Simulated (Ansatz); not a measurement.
Tuning the range parameter of LC-ωPBE so that −HOMO meets the ionisation energy; basis def2-SVP, Ansatz. System: the cluster Ge₃Se₃. The state is a singlet with charge 0. Geometry: PBE0-D4/def2-SVP. The ionised state is a doublet.

Geometry of the singlet:

```xyz
6

Ge   -0.644    0.242    1.454
Ge    0.273   -2.372   -0.648
Ge    0.493    1.070   -1.096
Se   -0.288    2.497    0.683
Se   -1.466   -0.709   -0.884
Se    1.632   -0.728    0.491
```

The structure comes from a short search, and lower isomers may exist.

```json
{"ω (1/bohr)": "0.15", "HOMO (eV)": "-7.25", "LUMO (eV)": "-1.81", "vertical IE (eV)": "7.82", "HOMO + IE (eV)": "0.57"}
{"ω (1/bohr)": "0.2", "HOMO (eV)": "-7.59", "LUMO (eV)": "-1.55", "vertical IE (eV)": "7.87", "HOMO + IE (eV)": "0.29"}
{"ω (1/bohr)": "0.3", "HOMO (eV)": "-8.06", "LUMO (eV)": "-1.30", "vertical IE (eV)": "8.00", "HOMO + IE (eV)": "-0.06"}
```

Estimate the row for 0.1 bohr⁻¹.


| ω (1/bohr) | HOMO (eV) | LUMO (eV) | vertical IE (eV) | HOMO + IE (eV) |
| --- | --- | --- | --- | --- |
| 0.1 | -6.79 | -2.22 | 7.79 | 0.99 |

Where does the tuning condition hold?

Near ω = 0.28 bohr⁻¹, by linear interpolation.
